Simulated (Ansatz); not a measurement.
Reaction (atomization): `N[CH2][Al]([Cl])[I]` → Al• + C• + Cl• + 4 H• + I• + N•

Gas-phase electronic energies from Ansatz, PBE0-D4/def2-TZVP geometries. CBS: MP2 limit from def2 TZ/QZ plus the TZ coupled-cluster correction, frozen cores. This one scheme is used for every species, atoms too. DFT in def2-TZVPP. B3LYP here is the variant with VWN-RPA as its local correlation; programs differ in this. HSE06 is defined as in plane-wave codes. No spin–orbit coupling; open shells (•) take unrestricted orbitals. Spin–orbit coupling would lower the free atoms: a little for Al, C, Cl; strongly for I. Elements past krypton have def2 core potentials. Bonds to I are less sure, by a few kJ/mol each and by 10 to 20 or more in all where they break to atoms, as the def2 sets lack core-valence functions. One conformer a species, not always the lowest.

```csv
level,ΔE (kJ/mol),difference from CCSD(T)/CBS
LDA (SPW92),3425.3,418.8
PBE-D4,3056.6,50.1
revPBE-D4,2975.3,-31.2
BLYP-D4,2973.8,-32.7
r2SCAN-D4,3004.6,-1.9
B97M-V,3002.2,-4.3
PBE0-D4,3005.2,-1.3
B3LYP-D4,2981.2,-25.3
r2SCANh-D4,2985.5,-21.0
r2SCAN0-D4,2958.0,-48.5
HSE06-D4,3008.0,1.5
BHLYP-D4,2900.8,-105.7
CAM-B3LYP-D4,2987.5,-19.0
ωB97M-V,3002.0,-4.5
B2PLYP,2949.7,-56.8
PBE-QIDH,2981.7,-24.8
PBE,3033.3,26.8
revPBE,2917.3,-89.2
r2SCAN,2998.9,-7.6
PBE0,2984.9,-21.6
B3LYP,2943.3,-63.2
r2SCANh,2979.2,-27.3
r2SCAN0,2950.9,-55.6
HSE06,2988.7,-17.8
BHLYP,2867.0,-139.5
CAM-B3LYP,2966.1,-40.4
LC-ωPBE,2973.3,-33.2
MP2/def2-SVP,2837.2,-169.3
CCSD/def2-SVP,2757.4,-249.1
CCSD(T)/def2-SVP,2790.8,-215.7
HF/def2-TZVPP,2132.6,-873.9
SCS-MP2/def2-TZVPP,2945.8,-60.7
CCSD/def2-TZVPP,2850.4,-156.1
CCSD(T)/def2-TZVPP,2903.8,-102.7
HF/def2-QZVPP,2136.3,-870.2
MP2/def2-QZVPP,3033.8,27.3
SCS-MP2/def2-QZVPP,3012.7,6.2
HF/CBS(def2),2136.9,-869.6
MP2/CBS(def2),3076.3,69.8
CCSD/CBS(def2),2953.2,-53.3
CCSD(T)/CBS,3006.5,0
```

Largest T1 diagnostic among the species: 0.018.

From BLYP to BHLYP (50 % exact exchange), in def2-TZVPP and without D4, ΔE moves by −58.0 kJ/mol: exact exchange takes away binding that semilocal exchange gives to molecules. The D4 term adds +37.9 kJ/mol with B3LYP and +20.3 kJ/mol with PBE0; it sums over pairs of atoms, weighted by their polarisabilities, and B3LYP, whose exchange is more repulsive, gets the larger term. In def2-TZVPP, CCSD(T) changes the Hartree–Fock value by +771.2 kJ/mol (the triples alone add +53.3 kJ/mol) and MP2 by +840.9 kJ/mol; breaking electron pairs costs correlation energy, which Hartree–Fock lacks.

For atomizations the MP2-based limit and the directly extrapolated one differ by several kJ/mol either way, and by 10 to 25 for some Ge, Se and Sn compounds, so smaller differences from it don't rank the levels.
